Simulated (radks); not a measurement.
Values are calculated unless marked as measured or tabulated.
Q: The thulium ion Tm+, 68 electrons, occupied as [Xe] 4f12 5d1 6s1 (not the ground configuration). Code: a radial shooting solver on a logarithmic mesh with Libxc functionals. Model: scalar-relativistic Kohn-Sham, PBE, spin-polarised, spherical densities, finite nucleus; open shells are filled with parallel spins first (spin-orbit coupling, left out, can overturn this in heavy ions); Fermi nuclear charge, rms radius 5.2256 fm. Some entries of the table are withheld. Estimate them.

| orbital | occ. | eigenvalue (eV) | r(max) (bohr) | <r^2> (bohr^2) |
|---|---|---|---|---|
| 1s up | 1 | -59288.66 | 0.01261 | 0.0005486 |
| 1s down | 1 | -59288.65 | 0.01261 | 0.0005486 |
| 2s up | 1 | -10014.85 | 0.07189 | 0.008517 |
| 2s down | 1 | -10014.80 | 0.07189 | 0.008516 |
| 2p up | 3 | -8845.199 | 0.05855 | 0.006945 |
| 2p down | 3 | -8845.157 | 0.05855 | 0.006945 |
| 3s up | 1 | -2262.584 | 0.2033 | 0.05582 |
| 3s down | 1 | -2261.665 | 0.2032 | 0.05579 |
| 3p up | 3 | -1908.284 | 0.2002 | 0.05627 |
| 3p down | 3 | -1907.365 | 0.2002 | 0.05624 |
| 3d up | 5 | -1470.417 | 0.1633 | 0.04689 |
| 3d down | 5 | -1469.704 | 0.1633 | 0.04685 |
| 4s up | 1 | -457.8554 | 0.4642 | 0.2793 |
| 4s down | 1 | -455.9572 | 0.4642 | 0.2794 |
| 4p up | 3 | -341.2735 | 0.4854 | 0.3168 |
| 4p down | 3 | -339.4097 | 0.4854 | 0.3170 |
| 4d up | 5 | -186.3486 | 0.5007 | 0.3768 |
| 4d down | 5 | -184.5115 | 0.5007 | 0.3773 |
| 5s up | 1 | -64.7220 | 1.082 | 1.658 |
| 5s down | 1 | -63.5021 | 1.084 | 1.660 |
| 5p up | 3 | -37.4459 | 1.236 | 2.351 |
| 5p down | 3 | -36.2695 | 1.238 | 2.344 |
| 4f up | 7 | -16.8820 | (1) | 0.7547 |
| 4f down | 5 | -15.1413 | (2) | 0.7659 |
| 6s up | 1 | -10.4684 | 2.976 | 12.93 |
| 6s down | 0 | -8.8785 | 2.963 | 12.77 |
| 5d up | 1 | -8.5564 | 1.833 | (3) |
| 5d down | 0 | -7.1730 | 1.808 | (4) |

A: 
(1) 4f up r(max) (bohr): 0.4923
(2) 4f down r(max) (bohr): 0.4929
(3) 5d up <r^2> (bohr^2): 7.485
(4) 5d down <r^2> (bohr^2): 7.199
